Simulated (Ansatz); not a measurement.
The same path of BClH$_{4}$O$_{2}$ (8 atoms, charge 0, multiplicity 1) was run twice with different band settings. Lost on the way: B1–H2, O6–H8. Made: H2–H8.

Method: RKS PBE0/def2-SVP (Ansatz).

Relaxed end points:

```xyz
8
Properties=species:S:1:pos:R:3
B 0.036 -0.178 0.289
H -0.355 -0.983 1.102
Cl 1.785 -0.454 -0.261
O -0.814 0.266 -0.720
H -1.677 -0.150 -0.662
O 0.277 1.273 1.205
H -0.147 1.922 0.619
H 1.235 1.421 1.120
```

```xyz
8
Properties=species:S:1:pos:R:3
B -0.089 0.473 -0.606
H 0.479 0.039 3.557
Cl 1.307 -0.026 -1.615
O -1.335 0.070 -0.916
H -1.367 -0.488 -1.698
O 0.099 1.259 0.474
H 1.020 1.498 0.611
H 0.223 0.292 2.885
```

Common settings: movable images 9; climbing image yes; spring 5.0 eV/Å²; optimiser quadratic models (default); force threshold 0.05 eV/Å; iteration limit 60; end points relaxed.

| run | start path |
| --- | --- |
| 1 | through a guess of the saddle point |
| 2 | straight line |

(1) What does each run give, and how far can it be trusted?

## Answers

(1) Run 1: converged after 22 iterations, highest image 1.066 eV above the first end. Neighbouring images differ by up to 1.5 eV, so the band resolves the path poorly. A vibrational analysis at the climbing image gives one clearly imaginary mode, 1377i cm⁻¹: a first-order saddle point.
Run 2: converged after 28 iterations, highest image 1.066 eV above the first end. Neighbouring images differ by up to 1.6 eV, so the band resolves the path poorly. Another band between the same ends (9 images) ends at a top of the same energy, where a vibrational analysis finds 1 clearly imaginary mode.
The orbitals stay closed-shell, which can raise the energy where a bond breaks towards radicals; this wasn't checked here.
